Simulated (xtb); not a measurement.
NO$_{2}$ (SMILES [O]N=O), doublet, from a rough starting geometry; GFN2-xTB in xtb.

xtb was given this input:
```
$ xtb mol.xyz --gfn 2 --uhf 1 --opt vtight --json

# file mol.xyz
3

O      1.13762375    -0.17653735    -0.02492532
N      0.02567351     0.31768970    -0.01321821
O     -1.12684037    -0.14741471    -0.03569424
```

It wrote (shortened):

```
   ID    Z sym.   atoms
    1    8 O      1, 3
    2    7 N      2

           -------------------------------------------------
          |                Calculation Setup                |
           -------------------------------------------------

           -------------------------------------------------
          |                 G F N 2 - x T B                 |
           -------------------------------------------------

          ...................................................
          :                      SETUP                      :
          :.................................................:
          :  # basis functions                  12          :
          :  # atomic orbitals                  12          :
          :  # shells                            6          :
          :  # electrons                        17          :
          :  max. iterations                   250          :
          :  Hamiltonian                  GFN2-xTB          :
          :  restarted?                      false          :
          :  GBSA solvation                  false          :
          :  PC potential                    false          :
          :  electronic temp.          300.0000000     K    :
          :  accuracy                    1.0000000          :
          :  -> integral cutoff          0.2500000E+02      :
          :  -> integral neglect         0.1000000E-07      :
          :  -> SCF convergence          0.1000000E-05 Eh   :
          :  -> wf. convergence          0.1000000E-03 e    :
          :  Broyden damping             0.4000000          :
          :  net charge                          0          :
          :  unpaired electrons                  1          :
          ...................................................

 iter      E             dE          RMSdq      gap      omega  full diag
   1    -10.8245094 -0.108245E+02  0.910E+00    1.86       0.0  T
   2    -10.9272040 -0.102695E+00  0.245E+00    1.51       1.0  T
   3    -10.9284209 -0.121685E-02  0.146E+00    1.46       1.0  T
   4    -10.9275452  0.875688E-03  0.689E-01    1.37       1.0  T
   5    -10.9286846 -0.113938E-02  0.116E-01    1.36       1.0  T
   6    -10.9286838  0.752097E-06  0.278E-02    1.37       2.1  T
   7    -10.9286855 -0.166357E-05  0.603E-03    1.37       9.6  T
   8    -10.9286855  0.329165E-08  0.224E-03    1.37      25.7  T
   9    -10.9286855 -0.772936E-08  0.405E-04    1.37     142.6  T
[...]
         :: total energy             -10.898368294532 Eh    ::
 * total energy  :   -10.8983683 Eh     change       -0.1239897E-11 Eh
 * total energy  :   -10.9055670 Eh     change       -0.7198692E-02 Eh
 * total energy  :   -10.9060020 Eh     change       -0.4350455E-03 Eh
 * total energy  :   -10.9060822 Eh     change       -0.8014551E-04 Eh
 * total energy  :   -10.9061017 Eh     change       -0.1950928E-04 Eh
 * total energy  :   -10.9061017 Eh     change       -0.4543685E-07 Eh
   *** GEOMETRY OPTIMIZATION CONVERGED AFTER 6 ITERATIONS ***
         :: total energy             -10.906101732627 Eh    ::
[...]
         8        2.0000           -0.5247637             -14.2795
         9        1.0000           -0.3786986             -10.3049 (HOMO)
        10                         -0.3305216              -8.9940 (LUMO)
        11                          0.1431579               3.8955
        12                          0.5657499              15.3948
      -------------------------------------------------------------
                  HL-Gap            0.0481771 Eh            1.3110 eV
             Fermi-level           -0.4031707 Eh          -10.9708 eV

     #   Z          covCN         q      C6AA      α(0)
     1   8 O        0.923    -0.232    18.575     5.780
     2   7 N        1.846     0.465    14.891     5.719
     3   8 O        0.923    -0.232    18.575     5.780

 Mol. C6AA /au·bohr⁶  :        155.457808
 Mol. C8AA /au·bohr⁸  :       3226.134668
 Mol. α(0) /au        :         17.278799

Wiberg/Mayer (AO) data.
largest (>0.10) Wiberg bond orders for each atom

 ---------------------------------------------------------------------------
     #   Z sym  total        # sym  WBO       # sym  WBO       # sym  WBO
 ---------------------------------------------------------------------------
     1   8 O    2.191 --     2 N    1.738     3 O    0.454
     2   7 N    3.475 --     1 O    1.738     3 O    1.738
     3   8 O    2.191 --     2 N    1.738     1 O    0.454
 ---------------------------------------------------------------------------

Topologies differ in total number of bonds
Writing topology from bond orders to xtbtopo.mol

molecular dipole:
                 x           y           z       tot (Debye)
 q only:        0.005       0.372       0.013
   full:        0.005       0.317       0.011       0.806
molecular quadrupole (traceless):
                xx          xy          yy          xz          yz          zz
 q only:       -2.061       0.058       1.103      -0.014      -0.021       0.957
  q+dip:       -3.653       0.089       1.763      -0.026      -0.026       1.890
   full:       -3.907       0.089       1.508      -0.030      -0.053       2.400

optimized geometry written to: xtbopt.xyz

           -------------------------------------------------
          | TOTAL ENERGY              -10.906101732627 Eh   |
          | GRADIENT NORM               0.000104837589 Eh/α |
          | HOMO-LUMO GAP               1.310964431876 eV   |
           -------------------------------------------------
```
